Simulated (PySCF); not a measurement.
## Continuum solvent and chemical shifts

Mapped SMILES: `[CH3:1][SiH2:2]/[CH:3]=[CH:4]/[SiH2:5][N:6]([CH3:7])[CH3:8]`; H(Xn) means a hydrogen on atom n.

GIAO PBE0/pcSseg-1 in PySCF on one PBE0-D3(BJ)/def2-SVP conformer, non-relativistic, equivalent nuclei averaged. Solvents enter as an IEF-PCM continuum (chloroform with ε = 4.7) around the gas-phase geometry. Shifts are referred to TMS computed in the same medium.

Gas phase, δ in ppm: C3 162.3, C4 160.3, C7/C8 39.7, C1 -5.8, Si5 -20.3, Si2 -35.0, H(C3) 7.17, H(C4) 7.12, H(Si5) 4.77, H(Si2) 4.37, H(C7)/H(C8) 2.45, H(C1) 0.24. Dipole moment 0.21 D.

Problem. How does each δ change in the continuum?

Solution. 
```json
{"atoms": "C3", "environment": "alkene CH", "Δδ, chloroform": "+1.7"}
{"atoms": "C4", "environment": "alkene CH", "Δδ, chloroform": "+0.6"}
{"atoms": "C7/C8", "environment": "methyl carbon bonded to N", "Δδ, chloroform": "+0.4"}
{"atoms": "C1", "environment": "methyl carbon bonded to Si", "Δδ, chloroform": "+0.1"}
{"atoms": "Si5", "environment": "silicon bonded to C, N, 2 H", "Δδ, chloroform": "-0.7"}
{"atoms": "Si2", "environment": "silicon bonded to 2 C, 2 H", "Δδ, chloroform": "+0.3"}
{"atoms": "H(C3)", "environment": "hydrogen on an alkene CH", "Δδ, chloroform": "+0.10"}
{"atoms": "H(C4)", "environment": "hydrogen on an alkene CH", "Δδ, chloroform": "+0.05"}
{"atoms": "H(Si5)", "environment": "hydrogen on a silicon bonded to C, N", "Δδ, chloroform": "-0.06"}
{"atoms": "H(Si2)", "environment": "hydrogen on a silicon bonded to 2 C", "Δδ, chloroform": "-0.08"}
{"atoms": "H(C7)/H(C8)", "environment": "hydrogen on a methyl carbon bonded to N", "Δδ, chloroform": "+0.03"}
{"atoms": "H(C1)", "environment": "hydrogen on a methyl carbon bonded to Si", "Δδ, chloroform": "+0.05"}
```

Changes are relative to the gas phase. The dipole moment becomes 0.24 D in chloroform.

Problem. Which of the listed nuclei move most (in ppm), and what does the model miss? (N and O are left out, as their reference compounds move with the solvent too.)

Solution. C3 (alkene CH, +1.7 ppm) in chloroform. A continuum only polarises the solute; specific hydrogen bonds, the anisotropy of aromatic solvents and changes of geometry or conformer are outside it.
